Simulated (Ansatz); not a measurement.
A structure relaxed at r2SCAN-D4/def2-SVP in Ansatz, charge 0, doublet:

```tsv
atom	x (Å)	y (Å)	z (Å)
Na1	-1.129	1.871	0.988
Na2	-0.263	-1.240	-2.034
Na3	1.464	-0.795	1.237
Br4	0.679	1.385	-1.231
Br5	0.222	0.817	3.011
Br6	-2.211	0.784	-1.440
Br7	1.238	-2.823	-0.529
```

(1) Give its formula and point group.

(2) Summarise the bond lengths by kind (pairs closer than 1.2 times the sum of covalent radii, bridged metal pairs left out).

Results:

(1) Na₃Br₄. Point group Cs (tolerance 0.1 Å).

(2) 9 × Br–Na 2.65 to 3.38 Å.

In the doublet, Br4 and Br6 lie 2.96 Å apart (atoms count from 1), so these atoms are partly bonded to each other. Another isomer (doublet) lies 0.04 eV lower at PBE0-D4/def2-SVP; other spin states weren't run for this one.
